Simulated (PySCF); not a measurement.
Compound: C₄H₉NSi₂.
Geometry (PBE0-D3(BJ)/def2-SVP, Å), atoms numbered from 1 in this order:
```xyz
16
C4H9NSi2 angstrom
N      3.606   -0.607   -0.729
C      2.657   -0.547   -0.063
Si     1.102   -0.431    0.954
C     -0.266   -1.402    0.064
C     -0.923   -0.467   -0.963
C     -1.386    0.853   -0.328
Si     0.068    1.648    0.618
H      1.440   -0.913    2.321
H      0.119   -2.322   -0.401
H     -1.004   -1.709    0.827
H     -0.201   -0.254   -1.772
H     -1.774   -0.975   -1.447
H     -2.191    0.656    0.401
H     -1.803    1.539   -1.082
H      0.889    2.551   -0.242
H     -0.353    2.376    1.853
```

Method: core-valence-separated Tamm–Dancoff BHandHLYP/aug-pcX-1 (pcseg-1 on H, def2-SVPD on Si) in PySCF, non-relativistic, gas phase, PBE0-D3(BJ)/def2-SVP geometry. BHandHLYP without relativity tends to put these K edges a few eV too low, so spacings mean more than positions.

The lowest roots of each edge with f over 0.003 (five at most, numbered afresh; weaker and dark ones are left out), with transition dipoles (au) in the frame of the coordinates:

| root | edge | E (eV) | μx | μy | μz |
| --- | --- | --- | --- | --- | --- |
| 1 | C | 283.03 | -0.0486 | -0.0132 | -0.0687 |
| 2 | C | 283.08 | 0.0028 | -0.0847 | 0.0147 |
| 3 | C | 284.98 | -0.0306 | -0.0033 | -0.0365 |
| 4 | C | 285.11 | -0.0008 | 0.0318 | 0.0246 |
| 5 | C | 285.61 | 0.0250 | -0.0031 | -0.0125 |
| 6 | N | 396.70 | -0.0458 | -0.0137 | -0.0642 |
| 7 | N | 396.82 | 0.0041 | -0.0781 | 0.0140 |

Q: What are the oscillator strengths?

A: f = (2/3) ΔE |μ|², with ΔE in hartree (27.2114 eV):

```tsv
root	ΔE (Eh)	|μ|² (au)	f	core hole on
1	10.4012	0.007256	0.050	C2
2	10.4030	0.007398	0.051	C2
3	10.4728	0.002279	0.016	C4
4	10.4777	0.001617	0.011	C6
5	10.4959	0.000791	0.006	C4
6	14.5785	0.006407	0.062	N1
7	14.5829	0.006312	0.061	N1
```

Q: Molecules are fixed in this frame and the field points along (1, 1, 0)/√2. What effective strengths 3 f cos²θ do the roots have (θ between field and μ)?

A: root 1 (C2): 0.040, root 2 (C2): 0.070, root 3 (C4): 0.012, root 4 (C6): 0.010, root 5 (C4): 0.005, root 6 (N1): 0.052, root 7 (N1): 0.080. Root 7 is the strongest. Averaged over all orientations cos²θ is 1/3, which gives f back.

One conformer stands for the species.
